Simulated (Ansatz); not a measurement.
A single point on C2H10B2O2, SMILES `C[O+]1[BH2-][O+](C)[BH2-]1`.

```yaml
crystal:
  periodic: [false, false, false]
  atoms:
    - {symbol: C, position_ang: [-1.676031, -1.294033, -0.772883]}
    - {symbol: O, position_ang: [-0.723610, -0.260000, -0.945032]}
    - {symbol: B, position_ang: [0.768124, -0.530223, -0.671398]}
    - {symbol: O, position_ang: [0.853886, 0.867020, -0.028326]}
    - {symbol: C, position_ang: [1.623388, 1.063171, 1.144429]}
    - {symbol: B, position_ang: [-0.684085, 0.925471, 0.037967]}
    - {symbol: H, position_ang: [-1.480746, -2.068401, -1.514655]}
    - {symbol: H, position_ang: [-1.604640, -1.713393, 0.233918]}
    - {symbol: H, position_ang: [-2.669868, -0.876437, -0.933844]}
    - {symbol: H, position_ang: [0.905062, -1.398631, 0.160584]}
    - {symbol: H, position_ang: [1.420148, -0.625646, -1.676123]}
    - {symbol: H, position_ang: [1.308735, 0.367786, 1.926760]}
    - {symbol: H, position_ang: [1.483304, 2.090758, 1.479762]}
    - {symbol: H, position_ang: [2.672535, 0.898982, 0.898784]}
    - {symbol: H, position_ang: [-1.082963, 0.594184, 1.131687]}
    - {symbol: H, position_ang: [-1.136137, 1.936790, -0.427430]}
basis:
  gaussian: {orbitals: def2-TZVPP}
hamiltonian: {xc: pbe}
correlation: {method: rpa}
```

```sh
$ ansatz run in.yaml --threads 4 --pin off --events-out ev --progress --plain --max-ram 11315MiB
```

Shortened log:

```
Functional definition: PBE
1928 factors; integrals over basis functions are off by at most 1.3e-3 eV
mean field evaluation 1: about -7666.7013 eV, gradient 7.1e1 eV
mean field evaluation 2: about -7666.6906 eV, gradient 7.1e1 eV
mean field evaluation 4: about -7676.9193 eV, gradient 2.5e1 eV
mean field evaluation 8: about -7677.9785 eV, gradient 5.2e-1 eV
mean field evaluation 16: about -7677.9792 eV, gradient 1.5e-5 eV
mean field -7677.97915590 eV, -282.1605296583 hartree, gradient 1.6e-6 eV, S^2 0.000000; 0 other end points of the search recorded, 0 dependent functions left out
6 core orbitals not correlated: weight in the atoms' cores, before any rotation towards them, 1.000 or more for the frozen orbitals, at most 0.000 for the correlated occupied ones
reference -7639.51800979 eV, -280.7471086083 hartree; 18, 18 occupied and 302, 302 virtual orbitals, 1928 factors
Total energy: -7687.56888782 eV, -282.5129458060 hartree
```

Run time 6.5 s (4 threads of an Intel Xeon Platinum 8488C on a shared host); peak host memory 1.1 GiB.
